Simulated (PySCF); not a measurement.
CH7F2NSi2, SMILES [SiH2](C[Si@@H](F)N)F. Atoms are numbered in the order given.

```xyz
13

N      1.4703    -0.3480    -0.8925
Si     1.1349     0.4180     0.5959
F      1.7359    -0.3740     1.8938
C     -0.7210     0.4973     0.8259
Si    -1.7138     0.3030    -0.7352
F     -1.3310    -1.1489    -1.3922
H      0.8942    -1.1159    -1.2226
H      2.3960    -0.3555    -1.3031
H      1.7992     1.7474     0.6145
H     -0.9849     1.4575     1.3025
H     -1.0196    -0.2942     1.5352
H     -3.1780     0.2655    -0.4579
H     -1.4134     1.3587    -1.7403
```

Geometry optimised at PBE0-D3(BJ)/def2-SVP. The structure was generated by enumeration; whether it is a known compound was not checked. Other conformers were not sampled.

All values below come from PBE/pcSseg-1 (PySCF).

GIAO shieldings, no solvent; atoms listed in one row are averaged. δ = σ(ref) − σ: ¹⁵N against NH3 (σ = 267.0 ppm); ²⁹Si against TMS (σ = 335.4 ppm); ¹⁹F against CFCl3 (σ = 133.6 ppm); ¹³C against TMS (σ = 182.0 ppm); ¹H against TMS (σ = 31.49 ppm), references at their B3LYP-D3(BJ)/def2-TZVP geometries, non-relativistic.

Task: Estimate the chemical shifts. (Estimate from the structure and the level; the computed values follow.)

Result: 
```
nucleus  atoms  count  δ (ppm)
-------  -----  -----  -------
¹⁵N         N1      1     54.1
²⁹Si       Si5      1      9.7
²⁹Si       Si2      1    -11.5
¹⁹F         F3      1   -147.4
¹⁹F         F6      1   -249.3
¹³C         C4      1      3.3
¹H         H12      1     5.80
¹H         H13      1     5.62
¹H          H9      1     5.40
¹H          H7      1     2.50
¹H          H8      1     1.69
¹H         H11      1     0.99
¹H         H10      1     0.18
```
